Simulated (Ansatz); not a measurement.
The cluster Hg₃Se₄. The state is a singlet with charge 0. Geometry PBE-D4/def2-SVP, basis def2-TZVP, Ansatz.

```xyz
7

Hg    0.780    0.029    2.097
Hg    1.677    0.193   -1.104
Hg   -1.989   -0.203    0.263
Se    3.001   -0.331    0.974
Se   -0.123    0.798   -2.765
Se   -1.706   -0.868   -2.154
Se   -1.639    0.381    2.688
```

| run | HOMO (eV) | LUMO (eV) |
| --- | --- | --- |
| A | -8.66 | 0.28 |
| B | -6.55 | -2.53 |
| C | -5.61 | -3.25 |
| D | -5.82 | -3.15 |
| E | -5.43 | -3.15 |

In the def2 sets Hg takes a core potential; there is no spin–orbit coupling. The structure comes from a short search, and lower isomers may exist.

Task: The runs used BLYP, HF, PBE, PBE0, r2SCAN. Estimate which is which.

Result: A HF (100 % exact exchange); B PBE0 (25 % exact exchange); C PBE (0 % exact exchange); D r2SCAN (0 % exact exchange); E BLYP (0 % exact exchange). Exact exchange lowers occupied and raises empty levels; among semilocal functionals meta-GGAs tend to open the gap a little, and such runs are hard to tell apart. The gap grows from 2.28 eV (BLYP) to 8.93 eV (HF).
